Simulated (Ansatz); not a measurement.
Mulliken charges of CH$_{6}$InN (`C[NH][InH2]`) from ωB97M-V/def2-TZVPP in Ansatz (PBE0-D4/def2-TZVP geometry).

```
atom   x (Å)   y (Å)   z (Å)  charge (e)
  C1  -0.265   1.066  -0.763      -0.203
  N2   0.237  -0.258  -0.485      -0.437
 In3   0.215  -1.249   1.265       0.426
  H4  -0.689   1.505   0.145       0.092
  H5  -1.061   1.066  -1.520       0.107
  H6   0.520   1.751  -1.112       0.107
  H7   0.637  -0.699  -1.298       0.105
  H8   0.904  -2.815   1.220      -0.097
  H9  -0.498  -0.367   2.548      -0.100
```

**Question.** By hand: the dipole of these point charges (1 e Å = 4.8032 D).

**Answer.** Σ q r = (-0.050, 0.041, 0.128) e Å, of length 0.143 e Å = 0.69 D.

**Question.** How does the dipole of the full density compare? (Best estimate.)

**Answer.** Ansatz gave: (0.021, -0.005, -0.072) e Å, 0.36 D; the point charges give 1.92 times that, at 166° from its direction, so they point the opposite way.

Point charges leave out the atoms' own dipoles, such as those of lone pairs, and Mulliken's split depends on the basis, so the two needn't agree.
